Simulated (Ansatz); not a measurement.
Frontier orbitals of ClF₂H₂NSi, SMILES `N[Si](F)(F)Cl`.

```xyz
7

N     0.182    1.075    0.010
Si   -0.098   -0.572    0.154
F     1.096   -1.220    0.955
F    -1.446   -0.791    0.942
Cl   -0.268   -1.626   -1.573
H    -0.557    1.706   -0.252
H     1.091    1.428   -0.237
```

Total charge 0; spin multiplicity 1. The geometry is a stationary point of PBE0-D4/def2-TZVP. It is one conformer, not always the lowest. Basis def2-TZVPP, Ansatz 0.2.0.

```tsv
functional	HOMO (eV)	LUMO (eV)
B3LYP	-8.23	0.09
```

Question: Give HOMO and LUMO (eV) with LDA (SPW92), PBE, revPBE, BLYP, r2SCAN, B97M-V, PBE0, r2SCANh, r2SCAN0, HSE06 (plane-wave form), BHLYP, CAM-B3LYP, LC-ωPBE, ωB97X-V, ωB97M-V, HF. (Estimate.)

Answer: The calculation gave: 
| functional | HOMO | LUMO |
| --- | --- | --- |
| LDA (SPW92) | -7.17 | -0.61 |
| PBE | -6.97 | -0.43 |
| revPBE | -6.90 | -0.34 |
| BLYP | -6.84 | -0.45 |
| r2SCAN | -7.32 | 0.26 |
| B97M-V | -7.40 | -0.13 |
| PBE0 | -8.50 | 0.46 |
| r2SCANh | -7.89 | 0.54 |
| r2SCAN0 | -8.74 | 0.93 |
| HSE06 (plane-wave form) | -8.09 | 0.09 |
| BHLYP | -9.91 | 1.11 |
| CAM-B3LYP | -9.95 | 1.25 |
| LC-ωPBE | -11.40 | 2.62 |
| ωB97X-V | -10.98 | 2.41 |
| ωB97M-V | -10.86 | 1.95 |
| HF | -12.14 | 3.17 |

B3LYP here is the variant with VWN-RPA as its local correlation; programs differ in this. LC-ωPBE has ω = 0.4 bohr⁻¹. Positive LUMOs are unbound and depend on the basis.
